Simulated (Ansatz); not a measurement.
Consider the redistribution: `[SiH3]O[SiH2]BS` + `CB(N)Cl` → `C[SiH2]BS` + `NB(Cl)O[SiH3]`.

Calculated with Ansatz (gas phase, PBE0-D4/def2-TZVP geometries, no zero-point term in ΔE). CCSD(T)/CBS is the MP2 limit (def2-TZVPP, def2-QZVPP) plus CCSD(T) − MP2 in def2-TZVPP, frozen cores. This one scheme is used for every species. Functionals use def2-TZVPP. One conformer a species, not always the lowest.

```csv
species,ωB97X-V energy (Eh)
`[SiH3]O[SiH2]BS`,-1081.44751
`CB(N)Cl`,-580.98331
`C[SiH2]BS`,-754.79410
`NB(Cl)O[SiH3]`,-907.63431
```

Problem. Work out ΔE.

Solution. ΔE = (-754.79410) + (-907.63431) − (-1081.44751) − (-580.98331) = 0.00241 Eh = +1.5 kcal/mol. CCSD(T)/CBS gives +1.9 kcal/mol.

Largest T1 diagnostic among the species: 0.014.

At CCSD(T), def2-SVP lies −3.0 kcal/mol from the extrapolated value and def2-TZVPP −0.4 kcal/mol. Leaving LDA and LC-ωPBE aside and taking each functional with its dispersion term where it has one, the values, not all of them listed here, spread over 1.7 kcal/mol, from PBE-D4 to BHLYP-D4.
